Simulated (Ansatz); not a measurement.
Consider the redistribution: `C[O][Sn][Br]` + `CC[SiH](O)F` → `C[O][Sn][OH]` + `CC[SiH](F)Br`.

Calculated with Ansatz (gas phase, PBE0-D4/def2-TZVP geometries, no zero-point term in ΔE). CCSD(T)/CBS is the MP2 limit (def2-TZVPP, def2-QZVPP) plus CCSD(T) − MP2 in def2-TZVPP, frozen cores. Functionals use def2-TZVPP. def2 core potentials past Kr. For Br, Sn outer-core shells are correlated without core-valence functions, which leaves a few kJ/mol of doubt a bond. Scalar relativity is left out up to krypton. One conformer a species, not always the lowest.

```json
{"level": "ωB97X-V", "ΔE (kJ/mol)": "92.4"}
{"level": "CCSD/def2-TZVPP", "ΔE (kJ/mol)": "97.2"}
```

Problem. What does CCSD(T)/CBS give? (Estimate.)

Solution. Ansatz gave: +94.9 kJ/mol. The listed levels differ from it by -2.5, 2.3 kJ/mol.

Largest T1 diagnostic among the species: 0.017.

In def2-TZVPP, CCSD(T) changes the Hartree–Fock value by −21.0 kJ/mol (the triples alone add −2.8 kJ/mol) and MP2 by −22.1 kJ/mol. From PBE to PBE0 (25 % exact exchange), in def2-TZVPP and without D4, ΔE moves by +6.8 kJ/mol.
